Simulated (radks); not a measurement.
Problem. Numerical settings for the gallium ion Ga+, [Ar] 3d10 4s2. Method: scalar-relativistic Kohn-Sham, PBE, spin-polarised, spherical densities, finite nucleus; Fermi nuclear charge, rms radius 3.9973 fm; computed with a radial shooting solver on a logarithmic mesh with Libxc functionals. The defaults (mesh step 0.008 in ln r, mesh end at 40 bohr or more with all orbitals vanishing there, Anderson mixing 0.5 over 9 steps, residual threshold near 1e-9 with the energy settled to 1e-9 hartree or 1e-11 of itself, here a cap of 50 iterations) give E = -1943.7182 hartree and 4s at -16.332 eV in 16 iterations. Run on one thread of a shared host, so times are rough (Intel(R) Xeon(R) Platinum 8559C): 0.15 s of CPU time, 0.15 s wall, 16 iterations on 2259 mesh points. One setting is changed at a time: mesh step in ln r 0.005; mesh step in ln r 0.08; mesh step in ln r 0.003; mesh end (bohr) 2; mesh end (bohr) 1; residual threshold 0.1; residual threshold 0.01; mixing 1.5; linear mixing, mixing 0.5; linear mixing, mixing 1; mixing history 3; iteration cap 3. Which runs fail to converge, and which converge to a wrong energy?

Solution. Not converged within the cap: mesh step in ln r 0.08; linear mixing, mixing 1; iteration cap 3. Settled on a wrong energy, with an occupied level pushed above zero by the early mesh end: mesh end (bohr) 2 (+4.73 hartree); mesh end (bohr) 1 (+93.4 hartree). Apart from these: no run marked as converged misses the energy by more than 1 mhartree.
